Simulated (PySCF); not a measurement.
A GIAO shielding run with PySCF 2.14.0 with density-fitted response routines (density fitting, non-relativistic, gas phase) on SMILES CO[C@@]12C=C[C@@H](CC1)[C@@H]2S, C$_{8}$H$_{12}$OS:

```
$ OMP_NUM_THREADS=1 python probes_run.py task.json out

{"job": {"kind": "nmr", "xc": "PBE0", "basis": "pcSseg-1"}, "charge": 0, "multiplicity": 1}
C      2.772422    -0.043928     0.309271
O      1.589356     0.316094     0.981989
C      0.404553     0.113749     0.273386
C      0.125752     0.970814    -0.944441
C     -1.187461     0.968877    -1.138812
C     -1.815399     0.120917    -0.067023
C     -1.422710    -1.337850    -0.401332
C      0.101780    -1.347152    -0.186983
C     -0.864364     0.378762     1.109835
S     -0.992354     2.002651     1.896237
H      2.858285     0.451913    -0.662571
H      3.588841     0.282221     0.950769
H      2.838908    -1.127447     0.162083
H      0.886213     1.437708    -1.541951
H     -1.737191     1.425905    -1.941325
H     -2.874908     0.280001     0.112737
H     -1.923890    -2.027555     0.276674
H     -1.698668    -1.596379    -1.422904
H      0.645796    -1.592974    -1.098094
H      0.398295    -2.042320     0.598091
H     -0.980243    -0.328439     1.929959
H     -0.723424     2.713817     0.803557
```

Hardware: 1 thread of an Intel Xeon 6975P-C, shared host. The job also computes population analyses, field gradients, ring-centre shieldings.

Q: How large is the calculation?

A: 84 electrons, 237 basis functions and 1246 auxiliary functions.

Q: How long does it take, and how much memory does it need?

A: 42 s of wall time, with 14 SCF cycles and 5 response iterations; peak memory 1.1 GiB. Times on a shared host scatter by some tens of per cent.
